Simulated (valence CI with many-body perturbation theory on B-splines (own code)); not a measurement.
# Sm XLI: one-electron terms

Computed by configuration interaction combined with many-body perturbation theory (CI+MBPT): four valence electrons over a frozen Dirac-Fock core [Ar], radial functions for each j: 7 s, 7 p, 8 d, 6 f, 4 g, 1 h, with the one-electron correlation potential Σ1 (screened to all orders), the two-electron term Σ2, the three-electron term Σ3, Breit, model QED; selected single and double excitations, second order for the rest, scaled by the run's own slope (own B-spline code, finite nucleus).

No measured spectrum was set against this ion. As an estimate, large intervals hold to a few tenths of a per cent, small ones and those within an open d or f shell to about a per cent. Only levels of the ground parity were solved; by the run's estimate the other parity begins above the list, which can be wrong where configurations are misplaced.

These are the spectroscopic orbitals of the CI (the correlating ones are not listed), shaped by the core and the other valence electrons. h is the expectation value of the core's Dirac-Fock operator, without the valence repulsion; Σ1 is computed up to l = 3 at one energy for each symmetry, that of its lowest orbital but kept below the first core excitation, so for empty shells it is not the orbital's own correlation shift; Breit and QED include the response of the core.

```csv
Orbital,h (hartree),Σ1 (cm⁻¹),Breit (cm⁻¹),QED (cm⁻¹),⟨r⟩ (bohr)
4s1/2,-73.47,-7826,7652,5736,0.4700
5s1/2,-45.027,-2993,3696,2821,0.7655
6s1/2,-30.428,-1500,2027,1574,1.136
4p1/2,-71.113,-10438,12186,-39.4,0.4647
5p1/2,-43.862,-3801,6021,-13.2,0.7654
6p1/2,-29.77,-1871,3352,-5.8,1.141
4p3/2,-69.096,-9849,7428,530,0.4795
5p3/2,-42.884,-3710,3689,269,0.7837
6p3/2,-29.222,-1849,2196,153,1.163
3d3/2,-123.52,-21740,15755,-1270,0.2085
4d3/2,-65.747,-10243,5801,-360,0.4557
5d3/2,-41.272,-3946,2828,-165,0.7712
3d5/2,-122.26,-20382,8097,-550,0.2117
4d5/2,-65.286,-9873,3012,-115,0.4596
5d5/2,-41.043,-3776,1451,-45.8,0.7760
4f5/2,-62.241,-24871,726,-232,0.4122
5f5/2,-39.644,-9912,320,-110,0.7368
4f7/2,-62.08,-21029,-154,-134,0.4139
5f7/2,-39.557,-8363,-40.0,-59.8,0.7389
5g7/2,-38.747,,57.7,-29.1,0.6635
5g9/2,-38.707,,-35.4,-5.1,0.6646
```

Among the shells of the start configuration 3d4, Σ1 is largest in size for 3d3/2, where it is 0.080 % of h.

Lowest root of each symmetry, sizes in configuration state functions:

| J | Parity | Roots | Reference | Variational | Second order | Change by selected CI (cm⁻¹) | Change by second order (cm⁻¹) |
| --- | --- | --- | --- | --- | --- | --- | --- |
| 0 | even | 5 | 37 | 4379 | 9076 | -11550 | 0 |
| 1 | even | 4 | 93 | 11238 | 14265 | -9694 | -1 |
| 2 | even | 8 | 133 | 16566 | 20791 | -10439 | -1 |
| 3 | even | 6 | 136 | 17861 | 24479 | -11112 | -2 |
| 4 | even | 7 | 121 | 17670 | 23761 | -11215 | -1 |
| 5 | even | 2 | 88 | 13963 | 1876 | -10385 | -2 |
| 6 | even | 2 | 56 | 10913 | 1043 | -10621 | -1 |
